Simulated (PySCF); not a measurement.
**Removing an electron from `COB(C=C(C)C)OC`**

C6H13BO2.
Z-matrix (Å and degrees, PBE0-D3(BJ)/def2-SVP geometry), rows numbered from 1:
```
C 
O   1  1.4036
B   2  1.3650  1  120.80
C   3  1.5581  2  121.89  1   179.73
C   4  1.3517  3  129.29  2    -7.82
C   5  1.5007  4  121.16  3   179.96
C   5  1.4983  4  124.38  3    -0.10
O   3  1.3688  2  115.85  1    -0.59
C   8  1.3978  3  124.06  2   178.40
H   1  1.1023  2  111.73  3   -57.62
H   1  1.1024  2  111.58  3    62.83
H   1  1.0996  2  108.15  3  -177.52
H   4  1.0980  3  116.22  2   172.44
H   6  1.0988  5  112.27  4     0.00
H   6  1.1035  5  110.71  4   121.40
H   6  1.1036  5  110.61  4  -121.26
H   7  1.1038  5  109.94  4   119.67
H   7  1.0949  5  112.25  4    -1.61
H   7  1.1035  5  110.11  4  -123.80
H   9  1.1033  8  112.22  3   -54.21
H   9  1.1038  8  111.89  3    67.55
H   9  1.1002  8  108.42  3  -173.52
```

Level: wB97X-D/def2-SVPD (PySCF). Frontier orbitals with their largest atomic shares (Löwdin; up to four atoms above 4 %):

| orbital | ε (eV) | main atoms |
| --- | --- | --- |
| HOMO−3 | -10.94 | O2 39 %, C1 11 %, O8 11 %, H12 6 % |
| HOMO−2 | -10.28 | O8 22 %, C4 14 %, O2 11 %, B3 11 % |
| HOMO−1 | -10.04 | O2 34 %, O8 31 %, C9 8 %, C1 8 % |
| HOMO | -8.83 | ? |
| LUMO | 1.28 | C5 28 %, C4 20 %, B3 15 %, O8 8 % |
| LUMO+1 | 1.92 | B3 45 %, C9 7 %, C6 6 %, C1 4 % |
| LUMO+2 | 2.65 | C6 18 %, C1 14 %, H14 7 %, H10 5 % |

Question: What vertical ionisation energy does ΔSCF give, and how far is −ε(HOMO) from it?

Answer: ΔSCF: 8.92 eV (860 kJ/mol; threshold wavelength 139 nm); ⟨S²⟩ of the doublet left behind is 0.754, against 0.75 for a pure doublet. −ε(HOMO) is 8.83 eV, 0.09 eV below it. For the exact functional −ε(HOMO) would equal the first vertical ionisation energy; wB97X-D (range-separated hybrid) comes within 0.09 eV of that here.

Question: On which atoms does the HOMO lie?

Answer: C4 (alkene CH carbon) 36 %, C5 (fully substituted alkene carbon) 29 %, C6 (allylic carbon) 6 %, C7 (allylic carbon) 5 %, so no atom holds as much as 40 %. The HOMO−1 lies 1.21 eV lower.

Question: Shift the occupied levels rigidly so that −ε(HOMO) equals the ΔSCF value. What binding energies result?

Answer: The shift is +0.09 eV: HOMO 8.92, HOMO−1 10.13, HOMO−2 10.37, HOMO−3 11.03 eV. A rigid shift is only a rough guide to the deeper ionisations.

Question: With α = 98.9 au, estimate the like-pair dispersion coefficient by London's formula C6 = (3/4)α²I.

Answer: I = 0.3276 Eh, so C6 ≈ 2400 au, a rough estimate.

Question: How many of the 10 lowest singlet excitations (vertical TDDFT, same level) lie below the ionisation energy?

Answer: All 10; they run from 6.15 to 8.37 eV.

Geometry: PBE0-D3(BJ)/def2-SVP, one conformer, isolated molecule.

Note: wB97X-D ran without an empirical dispersion term, which enters the total energy and its gradient alone.
